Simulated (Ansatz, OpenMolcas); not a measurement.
**C3H9BO3 (trimethyl borate): the HOMO–LUMO gap, rung by rung**

C3H9BO3: 16 atoms, total charge 0, spin state singlet. As SMILES, `COB(OC)OC`. The shape is that of a PBE0-D4/def2-TZVP optimisation.

```jsonl
{"atom": "C", "x (Å)": "0.4957", "y (Å)": "-0.6467", "z (Å)": "-2.2626"}
{"atom": "O", "x (Å)": "-0.1758", "y (Å)": "0.1829", "z (Å)": "-1.3387"}
{"atom": "B", "x (Å)": "0.0001", "y (Å)": "0.0001", "z (Å)": "0.0000"}
{"atom": "O", "x (Å)": "0.8258", "y (Å)": "-0.9858", "z (Å)": "0.4503"}
{"atom": "C", "x (Å)": "1.0110", "y (Å)": "-1.1785", "z (Å)": "1.8364"}
{"atom": "O", "x (Å)": "-0.6501", "y (Å)": "0.8028", "z (Å)": "0.8884"}
{"atom": "C", "x (Å)": "-1.5067", "y (Å)": "1.8253", "z (Å)": "0.4262"}
{"atom": "H", "x (Å)": "1.5804", "y (Å)": "-0.5650", "z (Å)": "-2.1535"}
{"atom": "H", "x (Å)": "0.2149", "y (Å)": "-1.6951", "z (Å)": "-2.1313"}
{"atom": "H", "x (Å)": "0.2111", "y (Å)": "-0.3226", "z (Å)": "-3.2640"}
{"atom": "H", "x (Å)": "1.4326", "y (Å)": "-0.2869", "z (Å)": "2.3079"}
{"atom": "H", "x (Å)": "0.0667", "y (Å)": "-1.4164", "z (Å)": "2.3334"}
{"atom": "H", "x (Å)": "1.7024", "y (Å)": "-2.0119", "z (Å)": "1.9638"}
{"atom": "H", "x (Å)": "-0.9659", "y (Å)": "2.5462", "z (Å)": "-0.1926"}
{"atom": "H", "x (Å)": "-2.3307", "y (Å)": "1.4156", "z (Å)": "-0.1639"}
{"atom": "H", "x (Å)": "-1.9116", "y (Å)": "2.3361", "z (Å)": "1.3002"}
```

Quantity: the HOMO–LUMO gap, in eV. The values are calculated.

| level | kind | program | value (eV) | CPU time |
| --- | --- | --- | --- | --- |
| BLYP/6-31G* (spherical functions) | GGA | OpenMolcas | 7.73 | 2.2 min |
| PBE/6-31G* (spherical functions) | GGA | OpenMolcas | 7.73 | 2 min |
| TPSS/6-31G* (spherical functions) | meta-GGA | OpenMolcas | 8.08 | 3 min |
| B3LYP/6-31G* (spherical functions) | global hybrid | Ansatz | 9.91 | 16 s |
| BHLYP/6-31G* (spherical functions) | global hybrid | Ansatz | 13.17 | 18 s |
| PBE0/6-31G* (spherical functions) | global hybrid | OpenMolcas | 10.47 | 2.6 min |
| B3LYP/6-31G* (Cartesian functions) | global hybrid | Ansatz | 9.91 | 18 s |
| CAM-B3LYP/6-31G* (spherical functions) | range-separated hybrid | Ansatz | 13.06 | 16 s |

The values span 7.73 to 13.17 eV. Orbital gaps aren't excitation energies; they tend to grow with the share of exact exchange. Times are those of the runs behind each value, whatever else they computed, on shared processors of several kinds: orders of magnitude only.
